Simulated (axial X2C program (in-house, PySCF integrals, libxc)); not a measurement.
# Spin–orbit effects along a row: molecules with F (ions), HF

All values come from calculations with an in-house all-electron X2C program for linear molecules (integrals from PySCF), spin-free (one-electron X2C) or two-component (2c: spin–orbit coupling with atomic mean-field Coulomb and Gaunt terms, which also bring small scalar terms), in Dyall basis sets with cores contracted in-house; open shells are unrestricted.

Basis sets: As dyall-cv3z, Ca dyall-cv3z, Cr dyall-cv3z, F dyall-av3z, Ga dyall-cv3z, Ge dyall-cv3z, Mn dyall-cv3z, Se dyall-cv3z, Ti dyall-cv3z, V dyall-cv3z.

```tsv
molecule	spin-free state	Re (Å)	ωe (cm⁻¹)	De (eV)	2c state	Re 2c (Å)	ωe 2c (cm⁻¹)	De 2c (eV)
CaF⁺	M_S = 0, Λ = 0	1.896	684.8	3.72	Ω = 0	1.896	684.7	3.71
TiF⁺	M_S = 1, Λ = 0	1.755	788.0	2.91	Ω = 1	1.755	787.9	n/a
VF⁺	M_S = 3/2, Λ = 1	1.748	790.0	2.85	Ω = 1/2	1.748	789.9	n/a
CrF⁺	M_S = 2, Λ = 0	1.747	789.6	2.15	Ω = 2	1.747	789.4	2.13
MnF⁺	M_S = 5/2, Λ = 0	1.775	744.0	1.75	Ω = 5/2	1.775	743.7	1.74
GaF⁺	M_S = 1/2, Λ = 0	1.669	816.0	0.39	Ω = 1/2	1.669	815.5	0.38
GeF⁺	M_S = 0, Λ = 0	1.647	863.0	3.70	Ω = 0	1.647	862.6	n/a
AsF⁺	M_S = 1/2, Λ = 1	1.629	898.5	2.43	Ω = 1/2	1.630	897.1	n/a
SeF⁺	M_S = 1, Λ = 0	1.627	896.1	1.09	Ω = 1	1.627	895.1	1.07
```

**Question.** Work out the shifts from the spin-free to the two-component result.

**Answer.** 

| molecule | 2c state | ΔRe (Å) | Δωe (cm⁻¹) | ΔDe (eV) |
| --- | --- | --- | --- | --- |
| CaF⁺ | Ω = 0 | 0.000 | -0.1 | -0.01 |
| TiF⁺ | Ω = 1 | 0.000 | -0.1 | n/a |
| VF⁺ | Ω = 1/2 | 0.000 | -0.1 | n/a |
| CrF⁺ | Ω = 2 | 0.000 | -0.2 | -0.02 |
| MnF⁺ | Ω = 5/2 | 0.000 | -0.3 | -0.01 |
| GaF⁺ | Ω = 1/2 | 0.000 | -0.5 | -0.01 |
| GeF⁺ | Ω = 0 | 0.000 | -0.4 | n/a |
| AsF⁺ | Ω = 1/2 | 0.001 | -1.4 | n/a |
| SeF⁺ | Ω = 1 | 0.000 | -1.0 | -0.02 |

Shifts of one unit in the last digit are rounding.

Fragments in 2c: Ca+ + F, Ti+ + F, V+ + F, Cr+ + F, Mn+ + F, Ga+ + F, Ge+ + F, As+ + F, Se+ + F. Each entry is the lowest single determinant of a limited PBE0 search at one distance. De goes to single-determinant-based atoms at the same level (for ions the charge split of lowest energy) and is withheld (n/a) where an atom does not fit its ground term or J level. Main or longest-lived isotopes. One determinant is a doubtful description, or other states lie close, for TiF⁺, VF⁺, CrF⁺, MnF⁺, SeF⁺; these need not be ground states, and all values refer to the states named. Some open-shell Ω = 0 determinants are out of reach, so the Ω given for TiF⁺, CrF⁺, SeF⁺ need not be the lowest component. With several unpaired electrons the Ω given is that of one determinant, not necessarily of the lowest component.
